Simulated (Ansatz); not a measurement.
Start from `N=C1C[SiH2]1` and change one atom or group to get `N=C1[SiH2]C1F`.

Ansatz, PBE0-D4/def2-TZVP geometries, multiplicity 1. Each molecule was computed in one conformer, which needn't be the lowest.

```json
{"property": "LUMO energy (ωB97M-V/def2-TZVPP) / eV", "`N=C1C[SiH2]1`": "1.15"}
{"property": "HOMO–LUMO gap (B3LYP/def2-TZVPP) / eV", "`N=C1C[SiH2]1`": "5.26"}
{"property": "HOMO–LUMO gap (PBE0/def2-TZVPP) / eV", "`N=C1C[SiH2]1`": "5.67"}
{"property": "size of the dipole moment (ωB97M-V/def2-TZVPP) / D", "`N=C1C[SiH2]1`": "2.32"}
{"property": "ideal-gas entropy at 298 K and 1 bar (rigid rotor, harmonic PBE0-D4/def2-TZVP) / J/(mol·K)", "`N=C1C[SiH2]1`": "296"}
{"property": "zero-point energy (PBE0-D4/def2-TZVP) / kJ/mol", "`N=C1C[SiH2]1`": "163.8"}
```

Problem. Give the same properties after the change, and the shifts. (An estimate is asked.)

Solution. Computed: 
```json
{"property": "LUMO energy (ωB97M-V/def2-TZVPP) / eV", "`N=C1[SiH2]C1F`": "0.59", "shift": "-0.56"}
{"property": "HOMO–LUMO gap (B3LYP/def2-TZVPP) / eV", "`N=C1[SiH2]C1F`": "5.02", "shift": "-0.24"}
{"property": "HOMO–LUMO gap (PBE0/def2-TZVPP) / eV", "`N=C1[SiH2]C1F`": "5.41", "shift": "-0.26"}
{"property": "size of the dipole moment (ωB97M-V/def2-TZVPP) / D", "`N=C1[SiH2]C1F`": "3.51", "shift": "1.19"}
{"property": "ideal-gas entropy at 298 K and 1 bar (rigid rotor, harmonic PBE0-D4/def2-TZVP) / J/(mol·K)", "`N=C1[SiH2]C1F`": "315", "shift": "19"}
{"property": "zero-point energy (PBE0-D4/def2-TZVP) / kJ/mol", "`N=C1[SiH2]C1F`": "146.2", "shift": "-17.6"}
```

With PBE0 the HOMO falls by 0.21 eV and the LUMO falls by 0.47 eV, so the gap narrows by about 0.26 eV. PBE moves the HOMO by -0.23 eV and ωB97M-V by -0.19 eV. Dipoles are sizes alone; their direction can turn.

B3LYP here is the variant with VWN-RPA as its local correlation; programs differ in this.
